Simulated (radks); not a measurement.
Species: neutral phosphorus. Configuration: [Ne] 3s2 3p3.

Method: non-relativistic Kohn-Sham, PBE, spin-polarised, spherical densities, point nucleus; open shells are filled with parallel spins first; computed with a radial shooting solver on a logarithmic mesh with Libxc functionals.

Energy parts (eV):
| part | energy |
|---|---|
| total | -9282.231 |
| kinetic | 9269.667 |
| electron-nucleus | -22101.386 |
| Hartree | 4175.664 |
| exchange-correlation | -626.176 |

Orbitals (lengths in bohr, moments of r in powers of bohr; r(max) is where P^2 peaks):
orbital  occ.  eigenvalue (eV)     <r>   <1/r>   r(max)
1s up       1        -2077.408  0.1040   14.56  0.06803
1s down     1        -2077.112  0.1040   14.56  0.06803
2s up       1        -172.7083  0.5218   2.806   0.4205
2s down     1        -172.4017  0.5217   2.805   0.4207
2p up       3        -124.2080  0.4860   2.705   0.3546
2p down     3        -123.7904  0.4859   2.704   0.3550
3s up       1         -14.7291   1.897  0.7178    1.585
3s down     1         -12.0064   1.910  0.7208    1.567
3p up       3          -6.2938   2.327  0.5806    1.833
3p down     0          -3.7374   2.469  0.5585    1.840

The highest occupied level is 3p up at -6.294 eV. The electron density at the nucleus is 2191 e/bohr^3. The spin density at the nucleus is -0.2560 e/bohr^3 (1s -0.1845, 2s 0.1009, 3s -0.1724), a Fermi contact field of -13.4 T. Spin moment in Bohr magnetons: 3. The density falls to 0.001 e/bohr^3 at r = 4.22 bohr. Virial ratio -V/T = 2.00136.
